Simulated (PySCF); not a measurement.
Gas-phase equilibrium of 1 mol AsH3, 15 mol H2 at 1200 K and 1.01 bar, among 7 species (As, AsH3, As2, H, H2, As4, AsH2). Only gases are allowed; each row takes one source of thermochemistry for all species, and Cantera finds the minimum.

Energies from PySCF, thermal terms from the rigid-rotor harmonic-oscillator model, ideal gas at 1 bar. † marks an energy on the PBE0/def2-TZVP geometry and frequencies; other levels use their own. MP2 freezes the core. 6-31G* has spherical d functions here. Open shells (unrestricted) among the columns below: As (multiplicity 4); the rest are closed-shell singlets. As: all electrons, no relativistic terms. MP2 isn't extrapolated to the basis-set limit. The harmonic model lacks anharmonicity and excited electronic states, which grow with temperature; levels with a mode under 35 cm⁻¹ are left out.

Molecules larger than those listed are left out.

With HF/6-31G* thermochemistry: H2 0.94, As 0.057, As2 1.1e-7, As4 <1e-12, AsH3 1.3e-6.

### Question
How far does the composition move with the other sources (M06-2X/def2-TZVP†, MP2/def2-SVP†, PBE/def2-SVP, LDA/def2-TZVP†, ωB97X-V/def2-TZVP†)?

### Answer
```csv
thermochemistry,x H2,x As,x As2,x As4,x AsH3
HF/6-31G*,0.94,0.057,1.1e-7,<1e-12,1.3e-6
M06-2X/def2-TZVP†,0.98,9.3e-7,0.00028,0.015,3.3e-6
MP2/def2-SVP†,0.97,1.8e-5,0.026,0.0016,1.3e-5
PBE/def2-SVP,0.98,4.3e-8,0.0023,0.014,5.9e-5
LDA/def2-TZVP†,0.98,5.0e-11,8.6e-5,0.015,8.5e-5
ωB97X-V/def2-TZVP†,0.98,9.3e-8,0.00094,0.014,8.7e-5
```
The most sensitive of these is As4: it spans a factor of 10^10.2 over these rows; at this temperature one factor of ten is RT ln 10 = 23 kJ/mol.
